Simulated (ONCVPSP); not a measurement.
# What one change does to a pseudopotential (Ce (Z = 58), ONCV)

* Element: Ce (Z = 58)
* Generator: ONCVPSP 4.0.1
* Type: optimised norm-conserving Vanderbilt (ONCV)
* Functional: PBEsol
* Relativity: scalar-relativistic
* Frozen core: [Kr] 4d10
* Valence charge: 12
* Reference configuration: 4f1 5s2 5p6 5d1 6s1.75 (charge +0.25)
* Partial waves: 5s+6s: rc 2.50 bohr, ncon 4, nbas 8, qcut 4.2 1/bohr, 2 projectors; 5p: rc 3.00 bohr, ncon 5, nbas 9, qcut 5 1/bohr, 2 projectors, debl 2.5 Ha; 5d: rc 3.10 bohr, ncon 4, nbas 9, qcut 5.5 1/bohr, 2 projectors, debl 3.2 Ha; 4f: rc 1.20 bohr, ncon 4, nbas 9, qcut 11.5 1/bohr, 3 projectors, debl 3 Ha
* Local potential: polynomial inside 1.00 bohr (lpopt 3, dvloc0 -1 Ha)
* Core correction: none

All-electron outer shells of the reference configuration (PBEsol, scalar-relativistic, ld1.x):

```tsv
shell	level (eV)	outermost node (bohr)	outermost maximum (bohr)
4d	-111.78	0.31	0.66
5s	-41.99	0.75	1.37
5p	-24.60	0.81	1.55
4f	-6.80	–	0.71
6s	-4.91	1.81	3.68
5d	-4.37	0.92	2.15
```

Change: non-relativistic.

Cutoffs: the cutoffs (Ha) at which the residual kinetic energy of the hardest occupied pseudo-wave falls to 1 and 0.1 mHa per electron; they do not see the model core or the augmentation charge, which bear on the density cutoff. Errors are all-electron minus pseudo energies relative to the spin-unpolarised reference configuration.

What does the change do?

The potential gets neither clearly harder nor softer (80 Ha and 233 Ha → 84 Ha and 235 Ha); both files keep a bound ghost (s); of the 4 tests that both files solve, the error grows in 1 and shrinks in 2 by more than 15 % and 0.3 meV (median size 3.3 → 1.1 meV).

| quantity | base | changed |
| --- | --- | --- |
| cutoff, loose | 80 Ha | 84 Ha |
| cutoff, tight | 233 Ha | 235 Ha |
| loose cutoff by channel | s 6.5 Ha, p 5.1 Ha, d 6.5 Ha, f 80 Ha | s 6.7 Ha, p 5.0 Ha, d 6.8 Ha, f 84 Ha |
| bound ghosts | s | s |
| GHOST(+) flags under 300 eV | p at 36.4 eV, d at 152.3 eV | p at 27.9 eV, d at 151.7 eV |
| error for 4f1 5s2 5p6 5d1 6s2, meV [ΔE -1.08 → -1.02 eV] | +0.2 | 0.0 |
| error for 4f1 5s2 5p6 5d1 6s1, meV [ΔE 5.02 → 4.76 eV] | -1.3 | -0.2 |
| error for 4f1 5s2 5p6 5d1 6s0, meV [ΔE 16.06 → 15.26 eV] | -5.4 | -1.9 |
| error for 4f1 5s2 5p6 5d1 6s0 6p1, meV [ΔE 8.09 → 7.40 eV] | +7.6 | +10 |
| s: phases at 2.54 bohr within 0.05 rad from the reference energy up to (Ha; the scan ends near 5) | 3.5 | 3.5 |
| p: phases at 3.05 bohr within 0.05 rad from the reference energy up to (Ha; the scan ends near 5) | 3.3 | 1.0 |
| d: phases at 3.15 bohr within 0.05 rad from the reference energy up to (Ha; the scan ends near 5) | 4.0 | 3.9 |
| f: phases at 1.22 bohr within 0.05 rad from the reference energy up to (Ha; the scan ends near 5) | to the end of the scan | to the end of the scan |

 A true bound ghost makes a file unfit for plane-wave use even where its test errors are small: the radial tests pick states by their node count and pass the ghost by.
